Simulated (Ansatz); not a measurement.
Basis-set series for B₃H₃O, SMILES `BB1BO1`. Total charge 0; spin multiplicity 1. The geometry is a stationary point of PBE0-D4/def2-TZVP.

```xyz
7

B     0.065    1.148    0.972
B     0.063   -0.124   -0.042
B    -0.286   -1.170   -1.187
O     0.771   -1.291   -0.337
H    -0.569    1.133    1.987
H     0.605    2.175    0.676
H    -0.649   -1.871   -2.069
```

```
functional       basis  functions  energy (Eh)  HOMO (eV)  LUMO (eV)
   PBE0-D4  def2-TZVPP        166   -151.41654      -7.27      -2.10
   PBE0-D4  def2-QZVPP        318   -151.42574      -7.28      -2.12
   ωB97M-V  def2-TZVPP        166   -151.54609      -9.44      -0.19
   ωB97M-V  def2-QZVPP        318   -151.55447      -9.45      -0.25
```

(1) Give the rows for def2-SVP. (Best estimate.)

## Answers

(1) Computed: 
```json
{"functional": "PBE0-D4", "basis": "def2-SVP", "functions": "71", "energy (Eh)": "-151.24505", "HOMO (eV)": "-7.25", "LUMO (eV)": "-2.02"}
{"functional": "ωB97M-V", "basis": "def2-SVP", "functions": "71", "energy (Eh)": "-151.36733", "HOMO (eV)": "-9.38", "LUMO (eV)": "0.01"}
```
